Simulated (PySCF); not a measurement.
Species: C5H11Al.
SMILES: `C[C]1([AlH2])CCC1`

The closed-shell ground state was solved at several levels (PySCF, density fitting, gas phase, non-relativistic). The structure is a single PBE0-D3(BJ)/def2-SVP conformer in the gas phase; no vibrational or solvent corrections.

```
              level  basis functions  HOMO (eV)  LUMO (eV)  gap (eV)  dipole (D)
      PBE0/pcSseg-1              164      -7.04      -1.44      5.60        0.73
CAM-B3LYP/def2-SVPD              212      -8.34      -0.47      7.87        0.74
```

**Question.** Estimate the row for wB97X-D/pcSseg-1, a basis of 164 functions; the other rows only guide the guess.

**Answer.** HOMO -8.87 eV, LUMO 0.25 eV, gap 9.12 eV, dipole 0.71 D.

**Question.** Over all these levels, which gives the widest orbital gap and which the narrowest?

**Answer.** wB97X-D/pcSseg-1 (range-separated hybrid) has the widest, 9.12 eV, and PBE0/pcSseg-1 (global hybrid, 25 % exact exchange) the narrowest, 5.60 eV. The two share the basis. From the narrowest to the widest the HOMO moves by -1.83 eV and the LUMO by +1.69 eV.

**Question.** How far do the dipole and the HOMO energy spread over the levels?

**Answer.** The dipole runs from 0.71 to 0.74 D (mean 0.73 D) and the HOMO from -8.87 to -7.04 eV.
